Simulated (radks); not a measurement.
The numbers below are computed, except where a source is named.
Spherical quantum dot in the effective-mass picture: electrons in a parabolic well V = omega^2 r^2 / 2 with omega = 1.48, with a point charge +2 (a donor) at the centre, all in effective atomic units (hartree* = m*/eps^2 hartree, bohr* = eps/m* bohr), one dielectric constant everywhere. Level of theory: non-relativistic Kohn-Sham, LDA (Slater exchange, Perdew-Wang correlation), spin-polarised, spherical densities (a radial shooting solver with Libxc functionals). Levels are named by radial order and angular momentum (1s, 1p, 1d, 2s, ...), and open shells are averaged over m. Results are scaled to m* = 0.035 and eps = 10.9, for which hartree* = 8.016 meV and bohr* = 16.48 nm.

N = 7, configuration 1s2 1p(up 3, down 2). This is the lowest configuration that the search found. Occupied and some empty levels:

level,occupation,eigenvalue (meV),<r> (nm)
1s up,1,35.176,12.27
1s down,1,35.496,12.22
1p up,3,51.034,21.32
1p down,2,51.434,21.36
2s up,0,56.553,22.87
2s down,0,56.832,22.95
1d up,0,61.815,25.92
1d down,0,62.163,25.99
1f up,0,72.396,29.42
1f down,0,72.681,29.50

Energy (meV): total 181.658, kinetic 98.410, external -39.439, Hartree 155.07, exchange-correlation -32.387.

Electron density:

r (nm),n(r) (e/nm^3)
1.84,0.0006743
4.91,0.0003554
7.99,0.0002175
11.1,0.0001531
14.1,0.0001159
17.2,0.00008758
20.3,0.00006253
23.4,0.00004111
26.4,0.00002438
29.5,0.00001301
32.6,6.180e-06
35.6,2.629e-06
38.7,9.915e-07
